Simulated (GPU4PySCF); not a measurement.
Computed shifts of a molecule C12H10O2S, GPU4PySCF with PBE/pcSseg-1, GIAO, gas phase, atoms alike by connectivity averaged where their shifts nearly agree, in ppm (number of nuclei): ¹³C: 149.6 (2), 135.0 (2), 132.4 (4), 131.0 (4). ¹H: 8.01 (4), 7.53 (4), 7.49 (2). References: ¹⁷O against H2O (σ = 334.3 ppm); ³³S against H2S (σ = 706.5 ppm); ¹³C against TMS (σ = 182.0 ppm); ¹H against TMS (σ = 31.49 ppm), references at their B3LYP-D3(BJ)/def2-TZVP geometries, non-relativistic (references run with PySCF on processors). Geometry optimised at PBE0-D3(BJ)/def2-TZVP. The values are those of a single conformer.

### Question
Identify the compound among the candidates.
(A) C=Cc1cccc2oc(SC)c(C=O)c12
(B) CSc1c(C(=O)O)ccc2ccccc12
(C) COC(=O)c1cc(-c2ccccc2)cs1
(D) O=S(=O)(c1ccccc1)c1ccccc1

### Answer
D, O=S(=O)(c1ccccc1)c1ccccc1
